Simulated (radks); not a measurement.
Removal energies from the tellurium ion Te13+, [Kr] 4d(3/2: 3, 5/2: 0), by Delta-SCF beside the eigenvalue of the level emptied. Method: Dirac Kohn-Sham, relativistic LDA (MacDonald-Vosko exchange, VWN5 correlation), spin-unpolarised, spherical densities, finite nucleus; Fermi nuclear charge, rms radius of each element as measured or else 0.836 A^(1/3) + 0.57 fm; computed with a radial shooting solver on a logarithmic mesh with Libxc functionals. Sub-shells are occupied by j as written (lower j first in brackets).

| removed from | final configuration | Delta-SCF (eV) | -eigenvalue (eV) |
|---|---|---|---|
| 4d3/2 | [Kr] 4d(3/2: 2, 5/2: 0) | 299.78 | 286.06 |
| 4p3/2 | [Ar] 3d10 4s2 4p(1/2: 2, 3/2: 3) 4d(3/2: 3, 5/2: 0) | 375.08 | 360.70 |
| 4p1/2 | [Ar] 3d10 4s2 4p(1/2: 1, 3/2: 4) 4d(3/2: 3, 5/2: 0) | 387.06 | 372.32 |
| 4s1/2 | [Ar] 3d10 4s1 4p6 4d(3/2: 3, 5/2: 0) | 432.21 | 417.14 |
